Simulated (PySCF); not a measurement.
## Adding and removing an electron: BiCl

PBE0; PySCF, scalar-relativistic core potentials, basis sets Bi def2-SVPD with ECP60, Cl def2-SVPD. Neutral (UKS): triplet (π ↑↑), Re = 2.483 Å, ωe = 331 cm⁻¹, De = 3.02 eV, HOMO -6.32 eV, LUMO -3.00 eV.

BiCl⁺ (UKS): doublet (π ↑), Re = 2.376 Å, ωe = 399 cm⁻¹. The energies at the minima are -674.57095 hartree for BiCl and -674.25987 for BiCl⁺.

Q: Work out the adiabatic ionisation energy, without and with harmonic zero-point energies (1 hartree = 27.2114 eV, 1 eV = 8065.5 cm⁻¹), and the change of the bond length.

A: At PBE0: 0.31108 hartree = 8.465 eV between the minima; the zero-point term (399.0 − 331.0)/2 cm⁻¹ = +0.004 eV makes it 8.469 eV. Re changes by -10.7 pm against the neutral. The electron leaves a π orbital; in so polar a molecule the change of length follows mostly from the change of the ionic charges.

These are scalar-relativistic numbers at best; spin–orbit coupling would shift them, the dissociation energy most. States were picked by a PBE0 search and need not be the measured ground states.
